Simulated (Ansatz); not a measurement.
Reaction (hydrogenolysis of the Si–F bond): `F[Si](F)(F)[SeH]` + H₂ → `F[SiH](F)[SeH]` + H–F

Program: Ansatz. Geometries: PBE0-D4/def2-TZVP. ΔE: electronic, gas phase. CCSD(T)/CBS is the MP2 limit (def2-TZVPP, def2-QZVPP) plus CCSD(T) − MP2 in def2-TZVPP, frozen cores. This one scheme is used for every species. Functionals use def2-TZVPP. B3LYP here is the variant with VWN-RPA as its local correlation; programs differ in this. HSE06 is defined as in plane-wave codes. For Se outer-core shells are correlated without core-valence functions, which leaves a few kJ/mol of doubt a bond. Scalar relativity is left out up to krypton. Each species was taken in one conformer, which may not be the lowest.

Is it downhill or uphill in electronic energy at CCSD(T)/CBS, and by how much? (An estimate is asked.)

Ansatz gave: Uphill: ΔE = +129.3 kJ/mol.

What do these levels give: r2SCAN0-D4, HSE06-D4, PBE, BLYP, B3LYP, SCS-MP2/def2-TZVPP? (An estimate is asked.)

Computed: r2SCAN0-D4 135.4, HSE06-D4 123.2, PBE 121.3, BLYP 127.0, B3LYP 127.9, SCS-MP2/def2-TZVPP 131.3 kJ/mol.

Largest T1 diagnostic among the species: 0.011.

At CCSD(T), def2-SVP lies −14.6 kJ/mol from the extrapolated value and def2-TZVPP +0.1 kJ/mol. From r2SCAN to r2SCAN0 (25 % exact exchange), in def2-TZVPP and without D4, ΔE moves by −3.7 kJ/mol.
